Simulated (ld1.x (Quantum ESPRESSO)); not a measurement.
**Ti: one change to a TM potential, before and after**

titanium, norm-conserving Troullier–Martins (Kleinman–Bylander form), made with ld1.x (Quantum ESPRESSO) 7.5 (PBEsol, scalar-relativistic). Core [Ne] 3s2, reference 3p6 3d2 4s2 4p0. Waves: 4s (bound): rc 2.05 bohr; 3d (bound): rc 1.60 bohr; 3p (bound): rc 1.45 bohr. Local part: the p channel. Core correction: none.

Change: local potential the s channel.

Cutoffs: the cutoffs (Ry, on a coarse ladder) from which the occupation-weighted sum of valence levels, in a spherical-Bessel basis at the reference potential, stays within 10 and 1 mRy of its value at 400 Ry; they do not see the model core or the augmentation charge, which bear on the density cutoff. Errors are all-electron minus pseudo energies relative to the spin-unpolarised reference configuration.

Question: Predict the effect on cutoff, ghosts and configuration errors.

Answer: The potential gets neither clearly harder nor softer (70 Ry and 90 Ry → 80 Ry and 90 Ry); the bound ghost in s disappears; of the 7 tests that both files solve, the error grows in 6 and shrinks in 1 by more than 15 % and 0.3 meV (median size 19.2 → 118.5 meV); the range in which the s phases agree narrows (upper end 3.0 → 0.2); the range in which the p phases agree narrows (upper end 1.1 → -1.2). In the separable form a ghost depends on how the local part lies against the semilocal potential of the channel, so the choice of the local part can create or remove one.

| quantity | base | changed |
| --- | --- | --- |
| cutoff, loose | 70 Ry | 80 Ry |
| cutoff, tight | 90 Ry | 90 Ry |
| bound ghosts | s | none |
| error for 3p6 3d2 4s1 4p0, meV [ΔE 7.36 eV] | -1.9 | +0.2 |
| error for 3p6 3d2 4s0 4p0, meV [ΔE 20.83 eV] | +1.5 | -4.4 |
| error for 3p6 3d1 4s0 4p0, meV [ΔE 47.73 eV] | +90 | -118 |
| error for 3p6 3d1 4s2 4p0, meV [ΔE 9.76 eV] | -36 | +43 |
| error for 3p6 3d2 4s0 4p1, meV [ΔE 11.14 eV] | +19 | -788 |
| error for 3p6 3d3 4s0 4p0, meV [ΔE 7.36 eV] | -45 | -145 |
| error for 3p6 3d1 4s2 4p1, meV [ΔE 4.70 eV] | +11 | -728 |
| s: phases at 2.26 bohr within 0.05 rad from the reference energy up to (Ry; the scan ends near 5) | 3.0 | 0.2 |
| p: phases at 2.26 bohr within 0.05 rad from the reference energy up to (Ry; the scan ends near 5) | 1.1 | -1.2 |
| d: phases at 2.26 bohr within 0.05 rad from the reference energy up to (Ry; the scan ends near 5) | 2.4 | 0.5 |

Changed file: These tests converged, but a pseudo level misses the all-electron one widely, so the file describes the atom poorly there or has found another state: 3p6 3d1 4s0 4p0: empty 4p by 2.3 eV. A true bound ghost makes a file unfit for plane-wave use even where its test errors are small: the radial tests pick states by their node count and pass the ghost by.
